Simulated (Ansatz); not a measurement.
`C[BH][AlH][F]` + H₂O → `C[BH][AlH][OH]` + H–F at 400 K and 1 bar (formal hydrolysis of the Al–F bond).

Computed with Ansatz on PBE0-D4/def2-TZVP structures; ΔE is electronic, products minus reactants. CCSD(T)/CBS is the MP2 limit (def2-TZVPP, def2-QZVPP) plus CCSD(T) − MP2 in def2-TZVPP, frozen cores. This one scheme is used for every species. One conformer a species, not always the lowest.

| species | CCSD(T)/CBS energy (Eh) | H − E (kJ/mol) | S (J/(mol·K)) |
| --- | --- | --- | --- |
| `C[BH][AlH][F]` | -407.70477 | 180.7 | 366.9 |
| H₂O | -76.37941 | 69.8 | 198.6 |
| `C[BH][AlH][OH]` | -383.66926 | 212.8 | 376.3 |
| H–F | -100.39570 | 36.5 | 182.2 |

H − E and S are ideal-gas, rigid-rotor, harmonic terms from PBE0-D4/def2-TZVP, for one conformer and one mirror image of each species. 1 Eh = 2625.50 kJ/mol, R = 8.31446 J/(mol·K).

By hand: ΔE, ΔH, ΔS and ΔG.

ΔE = (-383.66926) + (-100.39570) − (-407.70477) − (-76.37941) = 0.01922 Eh = 50.5 kJ/mol. Δ(H − E) = 212.8 + 36.5 − 180.7 − 69.8 = -1.2, so ΔH = 49.3 kJ/mol. ΔS = 376.3 + 182.2 − 366.9 − 198.6 = -7.0 J/(mol·K). ΔG = 49.3 − 400 × (-7.0)/1000 = 52.1 kJ/mol.

By hand: the equilibrium constant, and the temperature at which ΔG would vanish if ΔH and ΔS stayed fixed.

log₁₀ K = −ΔG/(RT ln 10) = -6.8. ΔH and −TΔS have one sign here, so there is no such temperature.

The number of gas molecules stays the same, so ΔS is small and ΔH decides. A doubt of 5 kJ/mol in ΔE shifts log₁₀ K by 0.7 here. Other conformers and mirror images would add mixing entropy, several J/(mol·K) or more a flexible species. Modes under 60 cm⁻¹, often nearly free rotors, make the harmonic entropy too high. These are equilibria of isolated gas molecules and say nothing of rates. Largest T1 diagnostic: 0.012 (customary marks: 0.02 for closed shells, 0.045 for open ones).

ΔS is within the doubt of such terms, so its sign, and with it that verdict, could turn.
